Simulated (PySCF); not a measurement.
## From computed data to an observable: dipole moment from atomic charges

SiCl2, SMILES Cl[Si]Cl (connectivity only; charge and spin as stated), neutral, multiplicity 1. Atoms are numbered in the order given.

```xyz
3

Si     0.0000     0.0000     0.9328
Cl     0.0000     1.6067    -0.3841
Cl     0.0000    -1.6067    -0.3841
```
Charge 0, spin multiplicity 1.

The structure is a stationary point at PBE0-D3(BJ)/def2-TZVP. The isomer is the one that the SMILES or the coordinates give; other isomers of the formula were not compared.

Charges (e) from PySCF with PBE/def2-TZVPD:

| atom | IAO | ESP fit |
|---|---|---|
| Si1 | 0.509 | 0.142 |
| Cl2 | -0.254 | -0.071 |
| Cl3 | -0.254 | -0.071 |

The dipole moment of the full density is 0.79 D.

### Question
What dipole moment does each set of point charges give, and which comes closer to that of the density?

### Answer

μ = Σ q r, and 1 e Å = 4.8032 D.
IAO: Σ q r = (0.000, 0.000, 0.670) e Å, |μ| = 3.22 D.
ESP fit: Σ q r = (0.000, 0.000, 0.187) e Å, |μ| = 0.90 D.
ESP fit comes closer in size. Point charges leave out the atoms' own dipoles (lone pairs, polarised bonds); fits to the potential absorb them, partitions of the density don't.
